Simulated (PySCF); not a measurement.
# Correlation energy of Mo³³⁺ (molybdenum, charge +33)

[He] 2s2 2p5, 2P determinant. Computed with PySCF 2.14 in an even-tempered Gaussian basis (20 s from 11 bohr⁻², ratio 2.2; 12 p from 15 bohr⁻², ratio 2.2; 6 d from 64 bohr⁻², ratio 2.4; 5 f from 97 bohr⁻², ratio 2.4; 4 g from 150 bohr⁻², ratio 2.4), with scalar relativity by spin-free X2C-1e. Frozen: nothing; 9 electrons correlated; the 15 highest virtual orbitals of each spin left out.

MP2 pair energies summed by pair of shells (mhartree):

```tsv
pair	energy	share (%)
2p-2p	-153.11	44.3
2s-2p	-86.55	25.0
1s-1s	-42.97	12.4
1s-2p	-39.17	11.3
2s-2s	-13.02	3.8
1s-2s	-10.80	3.1
```

Total MP2 correlation energy: -345.62 mhartree.

At this charge the one-electron X2C treatment keeps the bare 1/r₁₂, with no two-electron picture change or Breit term. That inflates the 1s pair energies well beyond their four-component values; and a scalar Hamiltonian misses the large spin-orbit splitting of the p shells, which matters for ns² → np² pairs.
